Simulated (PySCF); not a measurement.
C6H7O (SMILES [OH2+]c1ccccc1), charge +1, singlet, at a GFN2-xTB geometry; CCSD(T)/STO-3G (PySCF).

Here is a job for PySCF.
```python
from pyscf import gto, scf, cc

mol = gto.M(
    atom='''
O     2.277576   -0.234248    0.286151
C     0.821764   -0.086476    0.086685
C     0.316861    1.179053   -0.120664
C    -1.057651    1.314480   -0.253616
C    -1.877561    0.199659   -0.180471
C    -1.337065   -1.059401    0.027038
C     0.035011   -1.215531    0.162438
H     2.577453   -1.128559    0.014877
H     2.766849    0.480543   -0.175361
H     0.962908    2.042058   -0.170170
H    -1.479754    2.293077   -0.415005
H    -2.944577    0.312767   -0.286055
H    -1.976289   -1.925454    0.083735
H     0.464645   -2.191153    0.330306
''',
    basis='sto-3g',
    charge=1,
    spin=0,
    verbose=4,
)

mf = scf.RHF(mol)
mf.kernel()

mycc = cc.CCSD(mf)
mycc.kernel()
et = mycc.ccsd_t()
print('E(CCSD(T)) = %.10f' % (mycc.e_tot + et))
```

Q: Write the output that PySCF gives for this input, abridged.

A: 
```
PySCF version 2.14.0

[INPUT] verbose = 4
[INPUT] num. atoms = 14
[INPUT] num. electrons = 50
[INPUT] charge = 1
[INPUT] spin (= nelec alpha-beta = 2S) = 0
[INPUT] symmetry False subgroup None
[INPUT] Mole.unit = angstrom
[INPUT] Symbol           X                Y                Z      unit          X                Y                Z       unit  Magmom
[INPUT]  1 O      2.277576000000  -0.234248000000   0.286151000000 AA    4.303994867882  -0.442664565227   0.540747020270 Bohr   0.0
[INPUT]  2 C      0.821764000000  -0.086476000000   0.086685000000 AA    1.552908899027  -0.163415956348   0.163810909108 Bohr   0.0
[INPUT]  3 C      0.316861000000   1.179053000000  -0.120664000000 AA    0.598780509556   2.228087256347  -0.228021913095 Bohr   0.0
[INPUT]  4 C     -1.057651000000   1.314480000000  -0.253616000000 AA   -1.998670725372   2.484007196218  -0.479264780808 Bohr   0.0
[INPUT]  5 C     -1.877561000000   0.199659000000  -0.180471000000 AA   -3.548076072165   0.377300828305  -0.341040763426 Bohr   0.0
[INPUT]  6 C     -1.337065000000  -1.059401000000   0.027038000000 AA   -2.526686660742  -2.001977746090   0.051094414956 Bohr   0.0
[INPUT]  7 C      0.035011000000  -1.215531000000   0.162438000000 AA    0.066161201347  -2.297020685919   0.306963332222 Bohr   0.0
[INPUT]  8 H      2.577453000000  -1.128559000000   0.014877000000 AA    4.870680268939  -2.132667425413   0.028113455555 Bohr   0.0
[INPUT]  9 H      2.766849000000   0.480543000000  -0.175361000000 AA    5.228586838027   0.908094661077  -0.331384262930 Bohr   0.0
[INPUT] 10 H      0.962908000000   2.042058000000  -0.170170000000 AA    1.819632403153   3.858930350477  -0.321574694617 Bohr   0.0
[INPUT] 11 H     -1.479754000000   2.293077000000  -0.415005000000 AA   -2.796329791730   4.333287512539  -0.784245790325 Bohr   0.0
[INPUT] 12 H     -2.944577000000   0.312767000000  -0.286055000000 AA   -5.564444082693   0.591043970802  -0.540565606562 Bohr   0.0
[INPUT] 13 H     -1.976289000000  -1.925454000000   0.083735000000 AA   -3.734644952991  -3.638580725448   0.158236217040 Bohr   0.0
[INPUT] 14 H      0.464645000000  -2.191153000000   0.330306000000 AA    0.878051795149  -4.140679067019   0.624187877301 Bohr   0.0

nuclear repulsion = 281.332991466531
number of shells = 28
number of NR pGTOs = 126
number of NR cGTOs = 42
basis = sto-3g
ecp = {}

******** <class 'pyscf.scf.hf.RHF'> ********
method = RHF
initial guess = minao
damping factor = 0
level_shift factor = 0
DIIS = <class 'pyscf.scf.diis.CDIIS'>
diis_start_cycle = 1
diis_space = 8
diis_damp = 0
SCF conv_tol = 1e-09
SCF conv_tol_grad = None
SCF max_cycles = 50
direct_scf = True
direct_scf_tol = 1e-13
Set gradient conv threshold to 3.16228e-05
Initial guess from minao.
init E= -304.655366328853
  HOMO = -0.187562876386034  LUMO = 0.137464382976237  gap/eV = 8.84444
cycle= 1 E= -302.045657609886  delta_E= 2.61  |g|= 0.39  |ddm|= 4.98
  HOMO = -0.478349238676481  LUMO = 0.0426048487980517  gap/eV = 14.17588
cycle= 2 E= -302.105854911666  delta_E= -0.0602  |g|= 0.15  |ddm|= 0.75
  HOMO = -0.476185022290706  LUMO = 0.0664895751945203  gap/eV = 14.76693
cycle= 3 E= -302.113130915812  delta_E= -0.00728  |g|= 0.0456  |ddm|= 0.243
  HOMO = -0.474303790296623  LUMO = 0.0657915350999275  gap/eV = 14.69674
cycle= 4 E= -302.114192258089  delta_E= -0.00106  |g|= 0.00824  |ddm|= 0.0945
  HOMO = -0.474506799210239  LUMO = 0.0642758816302006  gap/eV = 14.66102
cycle= 5 E= -302.114235006136  delta_E= -4.27e-05  |g|= 0.00403  |ddm|= 0.0161
  HOMO = -0.474830396402357  LUMO = 0.0640437948363304  gap/eV = 14.66351
cycle= 6 E= -302.114247114268  delta_E= -1.21e-05  |g|= 0.00133  |ddm|= 0.0101
  HOMO = -0.474631740129452  LUMO = 0.0642222799705464  gap/eV = 14.66296
cycle= 7 E= -302.114249183379  delta_E= -2.07e-06  |g|= 0.000436  |ddm|= 0.00488
  HOMO = -0.47469487996495  LUMO = 0.0641963531216464  gap/eV = 14.66398
cycle= 8 E= -302.114249406025  delta_E= -2.23e-07  |g|= 0.000143  |ddm|= 0.00164
  HOMO = -0.474689186008143  LUMO = 0.0641945765878953  gap/eV = 14.66377
cycle= 9 E= -302.114249421364  delta_E= -1.53e-08  |g|= 2.58e-05  |ddm|= 0.000483
  HOMO = -0.474685327558503  LUMO = 0.0642042430363819  gap/eV = 14.66393
cycle= 10 E= -302.11424942183  delta_E= -4.66e-10  |g|= 6.41e-06  |ddm|= 6.58e-05
  HOMO = -0.474686443256907  LUMO = 0.0642029248937728  gap/eV = 14.66393
Extra cycle  E= -302.114249421851  delta_E= -2.18e-11  |g|= 2.43e-06  |ddm|= 1.13e-05
converged SCF energy = -302.114249421851

******** <class 'pyscf.cc.ccsd.CCSD'> ********
CC2 = 0
CCSD nocc = 25, nmo = 42
max_cycle = 50
direct = 0
conv_tol = 1e-07
conv_tol_normt = 1e-05
diis_space = 6
diis_start_cycle = 0
diis_start_energy_diff = 1e+09
Init t2, MP2 energy = -302.505482527089  E_corr(MP2) -0.391233105237382
Init E_corr(CCSD) = -0.391233105240767
cycle = 1  E_corr(CCSD) = -0.43778117996313  dE = -0.0465480747  norm(t1,t2) = 0.0744017
cycle = 2  E_corr(CCSD) = -0.456213342181439  dE = -0.0184321622  norm(t1,t2) = 0.0342133
cycle = 3  E_corr(CCSD) = -0.469170911635905  dE = -0.0129575695  norm(t1,t2) = 0.018879
cycle = 4  E_corr(CCSD) = -0.471120189731737  dE = -0.0019492781  norm(t1,t2) = 0.00579553
cycle = 5  E_corr(CCSD) = -0.47066899886  dE = 0.000451190872  norm(t1,t2) = 0.00211468
cycle = 6  E_corr(CCSD) = -0.470581503367819  dE = 8.74954922e-05  norm(t1,t2) = 0.000406061
cycle = 7  E_corr(CCSD) = -0.470575914777321  dE = 5.5885905e-06  norm(t1,t2) = 0.000166262
cycle = 8  E_corr(CCSD) = -0.470579818849851  dE = -3.90407253e-06  norm(t1,t2) = 3.84679e-05
cycle = 9  E_corr(CCSD) = -0.470579463359541  dE = 3.55490311e-07  norm(t1,t2) = 1.32402e-05
cycle = 10  E_corr(CCSD) = -0.47058016067039  dE = -6.9731085e-07  norm(t1,t2) = 4.94115e-06
cycle = 11  E_corr(CCSD) = -0.470580059890168  dE = 1.00780222e-07  norm(t1,t2) = 1.67457e-06
cycle = 12  E_corr(CCSD) = -0.470579984703476  dE = 7.5186692e-08  norm(t1,t2) = 6.03318e-07
CCSD converged
E(CCSD) = -302.5848294065549  E_corr = -0.4705799847034762
CCSD(T) correction = -0.00981700748991957
E(CCSD(T)) = -302.5946464140
```
